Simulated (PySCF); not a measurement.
Structure problem from calculated spectra and properties.

Formula: C7H13NSi.

- Dipole: 4.09 D [PBE0/pcSseg-1]
- Rotational structure: rotational constants A, B, C: 2.865, 0.651, 0.618 GHz [GFN2-xTB]
- 1H NMR: chemical shifts (computed TMS as zero) by class: 10.62 (1 H), 7.96 (1 H), 4.18 (2 H), 2.13 (3 H), 1.24 (6 H) ppm [GIAO PBE0/pcSseg-1]
- NMR, other nuclei: isotropic shieldings of nuclei other than C and H, by class: -77 (1 N), 402 (1 Si) ppm [GIAO PBE0/pcSseg-1]
- 13C NMR: chemical shifts (computed TMS as zero) by class: 182.4 (1 C), 115.6 (1 C), 80.6 (1 C), 36.2 (1 C), 21.7 (2 C), 6.0 (1 C) ppm [GIAO PBE0/pcSseg-1]

Electronic properties: PySCF, gas phase, density fitting. Levels stand in brackets. Isolated species at its GFN2-xTB geometry (one conformer only). Each NMR value is the plain mean over a class of atoms that symmetry, rotation or inversion makes alike.

Q: Propose a structure and show how it fits.

A: Numbering: `[H]/[N:9]=[CH:8]\[C:5]([SiH2:4][C:3]#[C:2][CH3:1])([CH3:6])[CH3:7]`. Its formula, C7H13NSi, gives 3 degrees of unsaturation: 0 rings and 3 π bonds in the structure found. 7 carbons fall into 6 classes; from least to most shielded: imine carbon [C8] (182.4 ppm), alkyne carbon [C2] (115.6 ppm), alkyne carbon [C3] (80.6 ppm), sp3 carbon bound to silicon [C5] (36.2 ppm), methyl carbon [C6/C7] (21.7 ppm, 2 C, up to 4.1 ppm apart in this geometry), propargylic carbon [C1] (6.0 ppm). Hydrogen classes from least to most shielded: 1 H on an imine nitrogen, N9 (10.62 ppm), 1 H on an imine carbon, C8 (7.96 ppm), 2 H on an SiH2 silicon, Si4 (4.18 ppm), 3 H on a propargylic carbon, C1 (2.13 ppm), 6 H on 2 methyl carbons, C6/C7 (1.24 ppm, a mean of values up to 0.9 ppm apart in this geometry). The other shieldings belong to: -77 ppm, imine nitrogen [N9]; 402 ppm, SiH2 silicon [Si4]. The optimised geometry has point group C1 and is an asymmetric top. Structure: `[H]/N=C\C(C)(C)[SiH2]C#CC`. Computed isomers that give other values at the same levels: `C=CCC1([SiH2]N=C)CC1` (13C chemical shifts (computed TMS as zero) by class: 172.7 (1 C), 147.9 (1 C), 121.5 (1 C), 48.2 (1 C), 10.8 (2 C), 5.7 (1 C) ppm); `[H]/N=C(\CC#C[SiH3])CCC` (13C chemical shifts (computed TMS as zero) by class: 177.4 (1 C), 114.4 (1 C), 83.1 (1 C), 49.7 (1 C), 32.9 (1 C), 23.3 (1 C), 15.4 (1 C) ppm); `C#C[Si@]1(C)C[C@H](CN)C1` (13C chemical shifts (computed TMS as zero) by class: 103.9 (1 C), 93.4 (1 C), 54.6 (1 C), 35.1 (1 C), 22.6 (2 C), 1.5 (1 C) ppm). The assignments are read from this structure; whether some other isomer fits the data as well wasn't checked.

Conformer computed: `[H]/[N:9]=[CH:8]\[C:5]([SiH2:4][C:3]#[C:2][CH3:1])([CH3:6])[CH3:7]`: C3–Si4–C5–C6 62°, Si4–C5–C8–N9 -99°.
